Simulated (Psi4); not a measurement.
Cl2Sc (SMILES [Cl][Sc+][Cl]), charge +1, singlet (typed; the unrestricted solution is spin-contaminated), at a GFN2-xTB geometry (such geometries of metal compounds can be far from the true shape) (the multiplicity is a formal guess), with bond 3-1 at 2.2 times its length; HF/6-31G (Psi4 1.11).

The Psi4 input:
```
memory 2 GB

molecule mol {
1 1
Sc    0.406218   -0.000294    0.428711
Cl    1.195032    0.375812   -1.634605
Cl   -4.220491   -0.825633    1.916593
}

set {
  basis 6-31g
  reference uhf
  stability_analysis follow
  scf_type pk
}

energy('scf')
print_variables()
```

What the program printed (banner, timings and long lists left out):

```
   => Loading Basis Set <=

    Name: 6-31G
    Role: ORBITAL
    Keyword: BASIS

         ---------------------------------------------------------
                                   SCF
               by Justin Turney, Rob Parrish, Andy Simmonett
                          and Daniel G. A. Smith
                              UHF Reference
         ---------------------------------------------------------

  ==> Geometry <==

    Molecular point group: cs
    Full point group: Cs

    Geometry (in Angstrom), charge = 1, multiplicity = 1:

       Center              X                  Y                   Z               Mass
    ------------   -----------------  -----------------  -----------------  -----------------
         SC          -1.175854405556     0.176586806540     0.000000000000    44.955908280000
         CL          -2.008301963267    -1.903794703989     0.000000000000    34.968852682000
         CL           3.519978748533     1.676774951569     0.000000000000    34.968852682000

  Running in cs symmetry.

  Rotational constants: A =      0.39826  B =      0.02054  C =      0.01954 [cm^-1]
  Rotational constants: A =  11939.52873  B =    615.86304  C =    585.65392 [MHz]
  Nuclear repulsion =  145.850842258514660

  Charge       = 1
  Multiplicity = 1
  Electrons    = 54
  Nalpha       = 27
  Nbeta        = 27

  ==> Algorithm <==

  SCF Algorithm Type is PK.
  DIIS enabled.
  MOM disabled.
  Fractional occupation disabled.
  Guess Type is SAD.
  Energy threshold   = 1.00e-06
  Density threshold  = 1.00e-06
  Integral threshold = 1.00e-12

  ==> Primary Basis <==

  Basis Set: 6-31G
    Blend: 6-31G
    Number of shells: 25
    Number of basis functions: 55
    Number of Cartesian functions: 55
    Spherical Harmonics?: false
    Max angular momentum: 2

  ==> Integral Setup <==

  Using in-core PK algorithm.
   Calculation information:
      Number of atoms:                   3
      Number of AO shells:              25
      Number of primitives:             94
      Number of atomic orbitals:        55
      Number of basis functions:        55

      Integral cutoff                 1.00e-12
      Number of threads:                 1

  Performing in-core PK
  Using 2373140 doubles for integral storage.
  We computed 35110 shell quartets total.
  Whereas there are 52975 unique shell quartets.

  ==> DiskJK: Disk-Based J/K Matrices <==

    J tasked:                  Yes
    K tasked:                  Yes
    wK tasked:                  No
    Schwarz Cutoff:          1E-12

  Minimum eigenvalue in the overlap matrix is 1.1057570824E-02.
  Reciprocal condition number of the overlap matrix is 2.4320017965E-03.
    Using symmetric orthogonalization.

  ==> Pre-Iterations <==

  SCF Guess: Superposition of Atomic Densities via on-the-fly atomic UHF (no occupation information).

   -------------------------
    Irrep   Nso     Nmo
   -------------------------
     A'        41      41
     A"        14      14
   -------------------------
    Total      55      55
   -------------------------

  ==> Iterations <==

                        Total Energy        Delta E     RMS |[F,P]|

   @UHF iter SAD: -1677.59668974037390   -1.67760e+03   0.00000e+00
   @UHF iter   1: -1678.04359031717445   -4.46901e-01   1.01447e-02 DIIS/ADIIS
   @UHF iter   2: -1666.43868693480590    1.16049e+01   7.00029e-02 DIIS/ADIIS
   @UHF iter   3: -1678.23734845940453   -1.17987e+01   3.55829e-03 DIIS/ADIIS
   @UHF iter   4: -1675.33690805179367    2.90044e+00   5.42025e-02 DIIS/ADIIS
   @UHF iter   5: -1678.24930942480660   -2.91240e+00   5.33492e-03 DIIS/ADIIS
   @UHF iter   6: -1678.28956267844205   -4.02533e-02   1.68959e-03 DIIS/ADIIS
   @UHF iter   7: -1678.29298166016429   -3.41898e-03   1.10146e-03 DIIS/ADIIS
   @UHF iter   8: -1678.29491845037001   -1.93679e-03   2.16186e-04 DIIS/ADIIS
   @UHF iter   9: -1678.29503062256663   -1.12172e-04   1.54122e-04 DIIS/ADIIS
   @UHF iter  10: -1678.29508875027182   -5.81277e-05   2.86120e-05 DIIS
   @UHF iter  11: -1678.29509986342168   -1.11131e-05   2.28972e-05 DIIS
   @UHF iter  12: -1678.29510688271512   -7.01929e-06   9.32139e-06 DIIS
   @UHF iter  13: -1678.29511016141396   -3.27870e-06   5.13749e-06 DIIS
   @UHF iter  14: -1678.29511082682188   -6.65408e-07   2.28989e-06 DIIS
   @UHF iter  15: -1678.29511094116720   -1.14345e-07   1.44628e-06 DIIS
   @UHF iter  16: -1678.29511099568845   -5.45213e-08   1.07279e-06 DIIS
   @UHF iter  17: -1678.29511102824608   -3.25576e-08   8.68863e-07 DIIS
  Energy and wave function converged.

    Negative totally symmetric eigenvalue detected: -0.255089
    Wavefunction unstable!
    Lowest UHF->UHF stability eigenvalues:
      Ap -0.255089      App -0.037493

    Rotating orbitals by 0.5 * pi / 2 radians along unstable eigenvector.
    Running SCF again with the rotated orbitals.
   @UHF iter  18: -1678.31819444629991   -1.67832e+03   4.85884e-03 DIIS/ADIIS
   @UHF iter  19: -1678.41693700840187   -9.87426e-02   1.94088e-03 DIIS/ADIIS
   @UHF iter  20: -1678.42900454117580   -1.20675e-02   8.22626e-04 DIIS/ADIIS
   @UHF iter  21: -1678.43250655878637   -3.50202e-03   5.44132e-04 DIIS/ADIIS
   @UHF iter  22: -1678.43452400916271   -2.01745e-03   4.73657e-04 DIIS/ADIIS
   @UHF iter  23: -1678.43854510405777   -4.02109e-03   3.32127e-04 DIIS/ADIIS
   @UHF iter  24: -1678.44143599142785   -2.89089e-03   1.70072e-04 DIIS/ADIIS
   @UHF iter  25: -1678.44147044964711   -3.44582e-05   1.65692e-04 DIIS/ADIIS
   @UHF iter  26: -1678.44177477209905   -3.04322e-04   5.82279e-05 DIIS
   @UHF iter  27: -1678.44180008120929   -2.53091e-05   4.82417e-05 DIIS
   @UHF iter  28: -1678.44181679136091   -1.67102e-05   4.91401e-05 DIIS
   @UHF iter  29: -1678.44176174842528    5.50429e-05   4.55920e-05 DIIS
   @UHF iter  30: -1678.44156353703056    1.98211e-04   3.45255e-05 DIIS
   @UHF iter  31: -1678.44152722258286    3.63144e-05   2.58711e-05 DIIS
   @UHF iter  32: -1678.44149944504738    2.77775e-05   1.14270e-05 DIIS
   @UHF iter  33: -1678.44149967198427   -2.26937e-07   9.87797e-06 DIIS
   @UHF iter  34: -1678.44150038765383   -7.15670e-07   8.53576e-06 DIIS
   @UHF iter  35: -1678.44150099575904   -6.08105e-07   8.57276e-06 DIIS
   @UHF iter  36: -1678.44150010504859    8.90710e-07   8.53681e-06 DIIS
   @UHF iter  37: -1678.44149613800005    3.96705e-06   8.25804e-06 DIIS
   @UHF iter  38: -1678.44148284593552    1.32921e-05   7.35766e-06 DIIS
   @UHF iter  39: -1678.44147295312746    9.89281e-06   6.73739e-06 DIIS
   @UHF iter  40: -1678.44146883366557    4.11946e-06   6.28216e-06 DIIS
   @UHF iter  41: -1678.44146807754009    7.56125e-07   6.19032e-06 DIIS
   @UHF iter  42: -1678.44146805315950    2.43806e-08   6.15037e-06 DIIS
   @UHF iter  43: -1678.44146884471229   -7.91553e-07   6.11603e-06 DIIS
   @UHF iter  44: -1678.44147162321656   -2.77850e-06   5.99429e-06 DIIS
   @UHF iter  45: -1678.44147849605974   -6.87284e-06   5.87534e-06 DIIS
   @UHF iter  46: -1678.44148125162383   -2.75556e-06   5.74304e-06 DIIS
   @UHF iter  47: -1678.44148300171469   -1.75009e-06   5.71297e-06 DIIS
   @UHF iter  48: -1678.44148387767109   -8.75956e-07   5.68547e-06 DIIS
   @UHF iter  49: -1678.44148447652901   -5.98858e-07   5.64596e-06 DIIS
   @UHF iter  50: -1678.44148576286807   -1.28634e-06   5.53472e-06 DIIS
   @UHF iter  51: -1678.44149524810950   -9.48524e-06   6.04278e-06 DIIS
   @UHF iter  52: -1678.44150410479369   -8.85668e-06   5.41387e-06 DIIS
   @UHF iter  53: -1678.44151364621507   -9.54142e-06   5.23251e-06 DIIS
   @UHF iter  54: -1678.44151676865226   -3.12244e-06   4.54746e-06 DIIS
   @UHF iter  55: -1678.44151996333221   -3.19468e-06   1.89569e-05 DIIS
   @UHF iter  56: -1678.44152043374743   -4.70415e-07   6.61682e-06 DIIS
   @UHF iter  57: -1678.44152077580202   -3.42055e-07   1.01771e-06 DIIS
   @UHF iter  58: -1678.44152072107977    5.47222e-08   6.28111e-07 DIIS
    Negative totally symmetric eigenvalue detected: -0.013072
    Wavefunction unstable!
    Lowest UHF->UHF stability eigenvalues:
      Ap -0.013072      App -0.013050

    Rotating orbitals by 0.5 * pi / 2 radians along unstable eigenvector.
    There's still a negative eigenvalue. Try modifying FOLLOW_STEP_SCALE
    or increasing MAX_ATTEMPTS (not available for PK integrals).

  ==> Post-Iterations <==

   @Spin Contamination Metric:   1.012719898E+00
   @S^2 Expected:                0.000000000E+00
   @S^2 Observed:                1.012719898E+00
   @S   Expected:                0.000000000E+00
   @S   Observed:                0.000000000E+00

    Orbital Energies [Eh]
    ---------------------

    Alpha Occupied:

[...]
    Alpha Virtual:

[...]
      41Ap     3.037282

    Beta Occupied:

[...]
    Beta Virtual:

[...]
      41Ap     3.054904

    Final Occupation by Irrep:
             Ap   App
    DOCC [    21,    6 ]
    SOCC [     0,    0 ]
    NA   [    21,    6 ]
    NB   [    21,    6 ]

  @UHF Final Energy: -1678.44152072107977

   => Energetics <=

    Nuclear Repulsion Energy =            145.8508422585146604
    One-Electron Energy =               -2591.4044129816675195
    Two-Electron Energy =                 767.1120500020732607
    Total Energy =                      -1678.4415207210795415

  UHF NO Occupations:
  HONO-2 :    6App 1.9996306
  HONO-1 :   20 Ap 1.9969002
  HONO-0 :   21 Ap 1.0132867
  LUNO+0 :   22 Ap 0.9867133
  LUNO+1 :   23 Ap 0.0030998
  LUNO+2 :    7App 0.0003694
  LUNO+3 :   24 Ap 0.0003647

Computation Completed

Properties will be evaluated at   0.000000,   0.000000,   0.000000 [a0]

Properties computed using the SCF density matrix

 Multipole Moments:

 ------------------------------------------------------------------------------------
     Multipole            Electronic (a.u.)      Nuclear  (a.u.)        Total (a.u.)
 ------------------------------------------------------------------------------------

 L = 1.  Multiply by 2.5417464519 to convert [e a0] to [Debye]
 Dipole X            :         -3.1765149            1.9002384           -1.2762765
 Dipole Y            :          2.8549568           -0.2853729            2.5695839
 Dipole Z            :          0.0000000            0.0000000            0.0000000
 Magnitude           :                                                    2.8690840

 ------------------------------------------------------------------------------------

  Variable Map:
  ----------------------------------------------------------------------------
[...]
[...]
```

The run did not converge; its last values are not results.
